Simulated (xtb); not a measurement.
HLiO (SMILES [Li][OH]), singlet, geometry from GFN2-xTB (such geometries of metal compounds can be far from the true shape); GFN2-xTB with ALPB(acetone) (xtb).

xtb was given this input:
```
$ xtb mol.xyz --gfn 2 --alpb acetone --json

# file mol.xyz
3

Li    -0.00000000    -0.00000000    -1.22243847
O      0.00000000     0.00000000     0.30206210
H      0.00000000     0.00000000     1.25081859
```

Output, abridged:

```
   ID    Z sym.   atoms
    1    3 Li     1
    2    8 O      2
    3    1 H      3

           -------------------------------------------------
          |                Calculation Setup                |
           -------------------------------------------------

           -------------------------------------------------
          |                 G F N 2 - x T B                 |
           -------------------------------------------------

      * Solvation model:               ALPB
        Solvent                        acetone
        Parameter file                 internal GFN2-xTB/ALPB
        Dielectric constant                2.0700E+01
        Reference state                gsolv [1 M gas/solution]
        Free energy shift                  5.9241E-03 Eh       3.7175E+00 kcal/mol
        Temperature                        2.9815E+02 K
        Density                            7.9000E-01 kg/L
        Solvent mass                       5.8080E+01 g/mol
        Interaction kernel             P16
        Born radius scaling (c1)           1.8274E+00
        Born radii integrator          GBOBC
        Born offset                        0.0000E+00 a0       0.0000E+00 AA
        H-bond correction              true
        Ion screening                  false
        Surface tension                    1.0000E-05 Eh       1.5569E+01 dyn/cm
        Grid points                               230 per atom

          ...................................................
          :                      SETUP                      :
          :.................................................:
          :  # basis functions                   9          :
          :  # atomic orbitals                   9          :
          :  # shells                            5          :
          :  # electrons                         8          :
          :  max. iterations                   250          :
          :  Hamiltonian                  GFN2-xTB          :
          :  restarted?                      false          :
          :  GBSA solvation                   true          :
          :  PC potential                    false          :
          :  electronic temp.          300.0000000     K    :
          :  accuracy                    1.0000000          :
          :  -> integral cutoff          0.2500000E+02      :
          :  -> integral neglect         0.1000000E-07      :
          :  -> SCF convergence          0.1000000E-05 Eh   :
          :  -> wf. convergence          0.1000000E-03 e    :
          :  Broyden damping             0.4000000          :
          :  net charge                          0          :
          :  unpaired electrons                  0          :
          ...................................................

 iter      E             dE          RMSdq      gap      omega  full diag
   1     -4.9278482 -0.492785E+01  0.580E+00    4.35       0.0  T
   2     -4.9279552 -0.107017E-03  0.343E+00    4.35       1.0  T
   3     -4.9280607 -0.105504E-03  0.292E-01    4.21       1.0  T
   4     -4.9280701 -0.938544E-05  0.236E-01    4.24       1.0  T
   5     -4.9280783 -0.820031E-05  0.124E-01    4.28       1.0  T
   6     -4.9280796 -0.132537E-05  0.706E-03    4.30       8.2  T
   7     -4.9280796 -0.106201E-07  0.348E-03    4.30      16.6  T
   8     -4.9280796 -0.114026E-08  0.594E-04    4.30      97.1  T
   9     -4.9280796 -0.481153E-10  0.908E-05    4.30     635.9  T

   *** convergence criteria satisfied after 9 iterations ***

         :::::::::::::::::::::::::::::::::::::::::::::::::::::
         ::                     SUMMARY                     ::
         :::::::::::::::::::::::::::::::::::::::::::::::::::::
         :: total energy              -4.891340106271 Eh    ::
         :: total w/o Gsasa/hb        -4.873757199383 Eh    ::
         :: gradient norm              0.005552151426 Eh/a0 ::
         :: HOMO-LUMO gap              4.302278081180 eV    ::
         ::.................................................::
         :: SCC energy                -4.928079642074 Eh    ::
         :: -> isotropic ES            0.102559494485 Eh    ::
         :: -> anisotropic ES          0.000231744658 Eh    ::
         :: -> anisotropic XC         -0.001981277325 Eh    ::
         :: -> dispersion             -0.000331393704 Eh    ::
         :: -> Gsolv                  -0.023790789075 Eh    ::
         ::    -> Gelec               -0.006207882186 Eh    ::
         ::    -> Gsasa               -0.020450059232 Eh    ::
         ::    -> Ghb                 -0.003056988920 Eh    ::
         ::    -> Gshift               0.005924141264 Eh    ::
         :: repulsion energy           0.036739535803 Eh    ::
         :: add. restraining           0.000000000000 Eh    ::
         :: total charge              -0.000000000000 e     ::
         :::::::::::::::::::::::::::::::::::::::::::::::::::::

           -------------------------------------------------
          |                Property Printout                |
           -------------------------------------------------

    * Orbital Energies and Occupations

         #    Occupation            Energy/Eh            Energy/eV
      -------------------------------------------------------------
         1        2.0000           -0.6040748             -16.4377
         2        2.0000           -0.4727612             -12.8645
         3        2.0000           -0.3720049             -10.1228
         4        2.0000           -0.3720049             -10.1228 (HOMO)
         5                         -0.2138991              -5.8205 (LUMO)
         6                         -0.0314745              -0.8565
         7                         -0.0314745              -0.8565
         8                          0.0840808               2.2880
         9                          0.4486905              12.2095
      -------------------------------------------------------------
                  HL-Gap            0.1581058 Eh            4.3023 eV
             Fermi-level           -0.2929520 Eh           -7.9716 eV

     #   Z          covCN         q      C6AA      α(0)
     1   3 Li       0.670     0.557    55.970    25.509
     2   8 O        1.469    -0.841    31.952     7.620
     3   1 H        0.814     0.284     0.769     1.377

 Mol. C6AA /au·bohr⁶  :        160.665112
 Mol. C8AA /au·bohr⁸  :       7385.657373
 Mol. α(0) /au        :         34.505597

Wiberg/Mayer (AO) data.
largest (>0.10) Wiberg bond orders for each atom

 ---------------------------------------------------------------------------
     #   Z sym  total        # sym  WBO       # sym  WBO       # sym  WBO
 ---------------------------------------------------------------------------
     1   3 Li   0.826 --     2 O    0.807
     2   8 O    1.707 --     3 H    0.901     1 Li   0.807
     3   1 H    0.919 --     2 O    0.901
 ---------------------------------------------------------------------------

Topologies differ in total number of bonds
Writing topology from bond orders to xtbtopo.mol

molecular dipole:
                 x           y           z       tot (Debye)
 q only:        0.000       0.000      -1.096
   full:        0.000       0.000      -1.454       3.696
molecular quadrupole (traceless):
                xx          xy          yy          xz          yz          zz
 q only:       -2.143       0.000      -2.143       0.000       0.000       4.286
  q+dip:       -3.522       0.000      -3.522       0.000       0.000       7.043
   full:       -3.694       0.000      -3.694       0.000       0.000       7.388

           -------------------------------------------------
          | TOTAL ENERGY               -4.891340106271 Eh   |
          | GRADIENT NORM               0.005552151426 Eh/α |
          | HOMO-LUMO GAP               4.302278081180 eV   |
           -------------------------------------------------

normal termination of xtb
```
